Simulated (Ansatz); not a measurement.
# Strength of the Si–O bond: C2H8O2Si → C2H7OSi + OH

Species: C2H8O2Si `CC[SiH](O)O`, singlet; C2H7OSi `CC[SiH]O`, doublet; OH, doublet. 

Shapes, held fixed at every level: PBE0-D4/def2-TZVP. Flexible molecules stand in one conformer, not always the lowest. Programs: Ansatz 0.2.0. The zero-point and thermal change to 298 K, harmonic and unscaled (PBE0-D4/def2-TZVP), is -14.4 kJ/mol.

```csv
level,kind,ΔH(298 K) (kJ/mol),less CCSD(T)/CBS estimate
HF/def2-SVP,Hartree–Fock,+408.7,-155.1
SPW92/def2-TZVPP,LDA,+621.9,+58.1
B3LYP-D4/def2-TZVPP,global hybrid,+535.4,-28.4
BHLYP-D4/def2-TZVPP,global hybrid,+527.2,-36.6
wB97M-V/def2-TZVPP,range-separated hybrid,+562.2,-1.6
wB97X-V/def2-TZVPP,range-separated hybrid,+553.9,-9.9
CCSD(T)/def2-SVP,coupled cluster or CI,+519.8,-44.0
CCSD(T)/CBS estimate,coupled cluster or CI,+563.8,0.0
```

The highest level, CCSD(T)/CBS estimate, gives ΔH(298 K) = +563.8 kJ/mol; the levels span +408.7 to +621.9. The column of differences is taken from that level and isn't an error. Hartree–Fock misses the correlation of the pair that is broken and comes out low. No measured value is set beside it here. Open shells run unrestricted unless RO is named. The CBS estimate extrapolates MP2 from def2-TZVPP and def2-QZVPP and adds CCSD(T) − MP2 in the triple-zeta set, cores frozen.
